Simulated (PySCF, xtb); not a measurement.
Si(AsH2)(OH)3 (AsH₅O₃Si), SMILES O[Si](O)(O)[AsH2]. Other conformers were not sampled.

Harmonic wavenumbers (cm⁻¹) from xtb with GFN2-xTB at its own minimum, in rising order: 64, 68, 120, 161, 230, 253, 264, 274, 343, 430, 656, 675, 783, 808, 828, 848, 885, 930, 1016, 1877, 1886, 3634, 3668, 3692.

What does PySCF with PBE0-D3(BJ)/def2-SVP give at its own minimum? (An estimate is asked for; the answer gives what the named calculation found.)

97, 120, 153, 212, 215, 238, 265, 310, 362, 442, 596, 652, 781, 801, 812, 862, 946, 977, 994, 2207, 2220, 3908, 3929, 3937. Paired by order, the mean absolute difference is 82 cm⁻¹ and the zero-point energies are 34.9 and 37.2 kcal/mol.
